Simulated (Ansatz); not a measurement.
Ga₆N₆, a cluster cut from wurtzite GaN (bare). Total charge 0; singlet. Geometry PBE-D4/def2-SVP.

| atom | x (Å) | y (Å) | z (Å) |
| --- | --- | --- | --- |
| N1 | 0.109 | -1.821 | -1.397 |
| Ga2 | -0.301 | -1.910 | 0.468 |
| Ga3 | 1.700 | -0.740 | -0.719 |
| N4 | 1.540 | -1.301 | 1.101 |
| N5 | -1.283 | -0.839 | 1.711 |
| Ga6 | 0.519 | 0.093 | 1.918 |
| Ga7 | -0.519 | -0.093 | -1.918 |
| N8 | 1.283 | 0.839 | -1.711 |
| N9 | -1.539 | 1.301 | -1.101 |
| Ga10 | -1.701 | 0.740 | 0.719 |
| Ga11 | 0.301 | 1.909 | -0.468 |
| N12 | -0.110 | 1.822 | 1.397 |

(1) Estimate the orbital energies around the gap (eV) in Ansatz with PBE-D4/def2-SVP, r2SCAN-D4/def2-SVP, PBE0-D4/def2-SVP.

Answers

(1) 
```tsv
orbital	PBE-D4/def2-SVP	r2SCAN-D4/def2-SVP	PBE0-D4/def2-SVP
HOMO−5	-6.63	-6.89	-7.79
HOMO−4	-6.20	-6.42	-7.24
HOMO−3	-6.20	-6.41	-7.24
HOMO−2	-5.84	-6.05	-6.93
HOMO−1	-5.39	-5.61	-6.48
HOMO	-5.39	-5.60	-6.48
LUMO	-4.93	-4.82	-4.13
LUMO+1	-2.76	-2.60	-1.89
LUMO+2	-2.69	-2.51	-1.80
LUMO+3	-2.69	-2.51	-1.80
LUMO+4	-2.60	-2.41	-1.71
LUMO+5	-2.60	-2.40	-1.70
```
